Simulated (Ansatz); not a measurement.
Species: [Zn(NH2)2] (charge 0, multiplicity 1), formula H4N2Zn.

Problem. How many basis functions does frozen-core CCSD(T)/def2-TZVPP // PBE-D3(BJ)/def2-SVP run with Ansatz (a program for electronic structure) use, how many core orbitals are frozen, and how many electrons are correlated?

Solution. 182 basis functions and 7 frozen orbitals, which leaves 34 correlated electrons. Core time is of the order of minutes.
